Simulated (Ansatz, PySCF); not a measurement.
I3Sb, SMILES [I][Sb-]([I])[I], charge -1, multiplicity 2. Atoms are numbered in the order given.

```xyz
4

Sb     0.0000     0.0000    -0.5107
I      0.0000     0.0000     2.2726
I      0.0000    -2.9716    -0.8917
I      0.0000     2.9716    -0.8917
```
Charge -1, spin multiplicity 2.

Coordinates come from a PBE0-D3(BJ)/def2-SVPD optimisation. The def2 effective core potentials stand for the cores of I, Sb; spin–orbit coupling is left out.

Two levels are set side by side: PBE-D3(BJ)/def2-SVPD (Ansatz, an electronic-structure program) and PBE0-D3(BJ)/def2-SVPD (Ansatz). Each level has its own optimised geometry; the coordinates shown are those of the second. Frequencies come from the Hessian of PySCF at each geometry. Differences are taken from unrounded values.

```tsv
quantity	PBE0-D3(BJ)
mean bond length (Å)	2.925
bond Sb1–I2 (Å)	2.783
bond Sb1–I3 (Å)	2.996
bond Sb1–I4 (Å)	2.996
highest harmonic wavenumber (cm⁻¹)	182
mean harmonic wavenumber (cm⁻¹)	86
zero-point energy (kcal/mol)	0.74
```

Q: What does PBE-D3(BJ) give, and how far is it from PBE0-D3(BJ)? (The exact figures need the calculation; the answer reports its results.)

A: 
```
quantity                            PBE-D3(BJ)  PBE-D3(BJ) minus PBE0-D3(BJ)
----------------------------------  ----------  ----------------------------
mean bond length (Å)                     2.961                         0.036
bond Sb1–I2 (Å)                          2.961                         0.177
bond Sb1–I3 (Å)                          2.961                        -0.035
bond Sb1–I4 (Å)                          2.961                        -0.035
highest harmonic wavenumber (cm⁻¹)         143                           -39
mean harmonic wavenumber (cm⁻¹)             72                           -14
zero-point energy (kcal/mol)              0.62                         -0.12
```

Exact exchange shortens and stiffens bonds; PBE has none. Differences between two approximate levels are no errors against the true value.
